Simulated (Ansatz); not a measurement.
Geometry optimisation, Ansatz 0.2.0, UKS PBE0-D4/def2-SVP.

The input (input.yaml):

```yaml
crystal:
  periodic: [false, false, false]
  atoms:
    - { symbol: B, position_ang: [-0.000356, 0.416005, -0.458909] }
    - { symbol: F, position_ang: [0.001286, 0.473301, 2.058394] }
    - { symbol: F, position_ang: [1.137769, -0.238345, -0.437314] }
    - { symbol: F, position_ang: [-1.137884, -0.238366, -0.436859] }
    - { symbol: H, position_ang: [-0.000814, -0.412595, 2.314688] }
magnetization:
  spin_polarized: true
  initial_magnetization: 1
basis:
  gaussian: { orbitals: def2-SVP }
hamiltonian:
  xc: pbe0
  dispersion: d4
relax:
  f_tol: 0.03
  max_steps: 50
```

Run as:

```bash
$ ansatz run input.yaml --threads 2 --pin off --max-ram 3072MiB --backend cpu --events-out ev --progress --plain --runs-dir out
```

Question: Where does it end, and by what steps?

Answer: It converged. After 5 steps the energy has fallen by 0.009 eV; H5 moved furthest, 0.10 Å.

| step | energy less start (eV) | largest force component (eV/Å) | accepted |
| --- | --- | --- | --- |
| 0 | 0.0000 | 0.099 | yes |
| 1 | -0.0055 | 0.116 | yes |
| 2 | -0.0025 | 0.124 | no |
| 3 | -0.0088 | 0.034 | yes |
| 4 | -0.0091 | 0.035 | yes |
| 5 | -0.0091 | 0.024 | yes |

```xyz
5
Properties=species:S:1:pos:R:3
B 0.000 0.422 -0.365
F 0.000 0.478 1.966
F 1.134 -0.244 -0.390
F -1.134 -0.244 -0.389
H 0.000 -0.413 2.217
```

Whether the end is a true minimum wasn't checked by a vibrational analysis.

Run time: 6.8 s on 2 threads of Arm Neoverse V2 (shared host), peak memory 0.14 GiB.
